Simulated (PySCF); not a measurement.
CH₅GaSe₂, SMILES [CH3][Ga]([SeH])[SeH].

Coordinates come from a ωB97X-D3(BJ)/def2-SVP optimisation. The values are those of a single conformer.

The numbers are results of TDA-PBE/def2-SVPD in PySCF, not measurements.

Vertical excitations. The molecule is in vacuum. State labels are in the subgroup Cs.

**Question.** List the lowest excited states. (An estimate is asked for; the answer gives what the named calculation found.)

**Answer.** 
```tsv
state	symmetry	energy (eV)	λ (nm)	f	main pairs
S1	A"	4.57	271	0.000	HOMO→LUMO+1 100 %
S2	A'	4.73	262	0.083	HOMO→LUMO 88 %
S3	A"	4.77	260	0.000	HOMO→LUMO+2 99 %
S4	A"	5.21	238	0.052	HOMO−1→LUMO+1 90 %
S5	A"	5.32	233	0.002	HOMO−1→LUMO+2 74 %, HOMO→LUMO+3 18 %
S6	A'	5.34	232	0.018	HOMO−1→LUMO 86 %
S7	A"	5.46	227	0.027	HOMO→LUMO+3 72 %, HOMO−1→LUMO+2 20 %
S8	A"	5.61	221	0.003	HOMO−2→LUMO 93 %
S9	A"	5.76	215	0.000	HOMO−3→LUMO 96 %
S10	A"	5.87	211	0.016	HOMO→LUMO+4 91 %
T1	A'	4.07	304	0	HOMO→LUMO 99 %
T2	A"	4.36	284	0	HOMO→LUMO+1 98 %
T3	A'	4.51	275	0	HOMO−1→LUMO 99 %
T4	A"	4.55	272	0	HOMO→LUMO+2 97 %
```
Triplets are in the Tamm–Dancoff approximation.
